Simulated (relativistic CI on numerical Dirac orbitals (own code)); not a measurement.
# Hyperfine structure of Tl53+, mass number 203

Computed by Dirac-Coulomb-Breit CI, orbitals from a KLI potential per configuration, QED by a radiative potential, unscaled Slater integrals (own radial code, finite nucleus).

CI space (outside the closed core [Ne]): 3s²3p⁶3d¹⁰, 3s²3p⁶3d⁹4s, 3s²3p⁶3d⁹4p, 3s²3p⁶3d⁹4d, 3s²3p⁵3d¹⁰4s, 3s²3p⁶3d⁹4f, 3s²3p⁵3d¹⁰4p, 3s²3p⁶3d⁸4s², 3s²3p⁵3d¹⁰4d, 3s²3p⁶3d⁸4s4p, 3s3p⁶3d¹⁰4s, 3s²3p⁶3d⁹5s, 3s²3p⁵3d¹⁰4f, 3s²3p⁶3d⁸4p², 3s²3p⁶3d⁸4s4d, 3s²3p⁶3d⁹5p. Levels of other configurations are missing.

Nuclear spin I = 1/2, μ = 1.616 μN (tables of Stone and Pyykkö). The electronic factors are computed for point nuclear moments, without core polarisation or the Bohr-Weisskopf and QED corrections.

| Level | E (10³ cm⁻¹) | A (GHz) |
| --- | --- | --- |
| 3s²3p⁶3d⁹4s ³D3 | 15979.3 | 1688 |
| 3s²3p⁶3d⁹4s ¹D2 | 15996.9 | -1347 |
| 3s²3p⁶3d⁹4s ³D1 | 16811.0 | -1776 |
| 3s²3p⁶3d⁹4s ³D2 | 16821.8 | 2646 |
| 3s²3p⁶3d⁹4p ³P°2 | 16899.6 | -308.9 |
| 3s²3p⁶3d⁹4p ³F°2 | 17730.0 | 1087 |
| 3s²3p⁶3d⁹4p ³F°4 | 18237.7 | 216.5 |
| 3s²3p⁶3d⁹4p ¹P°1 | 18266.1 | 68.68 |

Levels with J = 0, under 50 % of one LS term, or S terms without an open s electron are left out. Small factors come from cancelling terms and can be off by tens of per cent or more.

At this charge energies of transitions that change n are usually good to better than 1 %, and those within a shell (Δn = 0) to a few per cent.

Question: Give the hyperfine levels of 3s²3p⁶3d⁹4s ³D3 relative to its centre of gravity.

Answer: With K = F(F + 1) − I(I + 1) − J(J + 1), E = AK/2: F = 5/2: -3376, F = 7/2: 2532 GHz.

LS names give the leading component of a level, which can be under half, so a name can repeat, a term be missing and a line seem to break the LS rules.
